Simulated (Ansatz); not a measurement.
Os(OH)3 (H₃O₃Os), SMILES [OH][Os]([OH])[OH] (connectivity only; charge and spin as stated), neutral, multiplicity 4.

Geometry optimised at PBE0-D3(BJ)/def2-SVP. The multiplicity is an assumed one; other spin states were not compared. The def2 effective core potentials stand for the cores of Os; spin–orbit coupling is left out. The values are those of a single conformer.

Two levels are set side by side: PBE/def2-SVPD (Ansatz, a first-principles code) and PBE0/def2-SVPD (Ansatz). Energy differences of separate SCF runs at the same geometry; the states with an electron removed or added have multiplicity 5 and 3. Differences are taken from unrounded values.

```csv
quantity,PBE0,PBE,PBE minus PBE0
vertical ionisation energy (eV),8.61,8.44,-0.17
vertical electron affinity (eV),0.98,0.94,-0.04
```
